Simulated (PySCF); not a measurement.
# Peak assignment

Geometry:
```
atom   x (Å)   y (Å)   z (Å)
  C1   2.974  -0.477  -0.311
  O2   1.807   0.279  -0.046
  C3   0.663  -0.217  -0.519
  C4  -0.519   0.411  -0.369
  C5  -0.665   1.630   0.328
  N6  -0.804   2.614   0.900
  O7  -1.644  -0.159  -0.978
  C8  -2.784  -0.157  -0.248
  F9  -3.806  -0.389  -1.076
 F10  -2.786  -1.177   0.652
 H11   3.795   0.067   0.151
 H12   2.904  -1.476   0.128
 H13   3.151  -0.564  -1.386
 H14   0.686  -1.153  -1.068
 H15  -2.976   0.776   0.315
```

PySCF 2.14 calculation with GFN2-xTB structure and NMR shieldings at PBE0/pcSseg-1/GIAO; no solvent model, single conformer, non-relativistic Hamiltonian, equivalent nuclei averaged.

Shifts are taken against calculated references (same method and geometry level): 13C and 1H vs TMS.

Task: Assign these signals to the numbered atoms. 13C{1H} NMR (computed): δ 165.5, 123.4, 117.5, 114.8, 62.0.

Result: 
165.5 → C3, alkene carbon bearing oxygen: an sp2 carbon further deshielded by the attached heteroatom
123.4 → C8, sp3 CH bonded to 2 F and O: 3 electronegative neighbours deshield it
117.5 → C4, alkene carbon bearing oxygen: the olefinic region
114.8 → C5, nitrile carbon: this is the usual window of a C≡N carbon, which has no attached hydrogen
62.0 → C1, methyl carbon bonded to O: the inductive effect lowers its shielding

Task: Assign these signals to the numbered atoms. 1H NMR (400 MHz, computed): δ 7.37 (s, 1H), 6.82 (m, 1H), 4.03 (s, 3H).

Result: 
| δ (ppm) | atoms | environment | reason |
| --- | --- | --- | --- |
| 7.37 | H14 | hydrogen on an alkene carbon bearing oxygen | olefinic region |
| 6.82 | H15 | hydrogen on an sp3 CH bonded to 2 F and O | its carbon carries F and O, hence the downfield position |
| 4.03 | H11/H12/H13 | hydrogen on a methyl carbon bonded to O | its carbon carries O, hence the downfield position |

Splittings by 19F in the carbon and heteronuclear signals aren't shown, as no couplings were computed. Shifts are as computed. Against solution values, carbons near 30 ppm lie about +3 ppm off and those near 130 ppm about +5 ppm. Of 1211 compounds with measured shifts, 218 miss one by over three times the rms of a fit or turn the order of signals round; such compounds aren't used in these exercises. Multiplicities follow the n + 1 count of equivalent neighbours, as no J values were calculated; m marks all less simple cases, F and P coupling included.
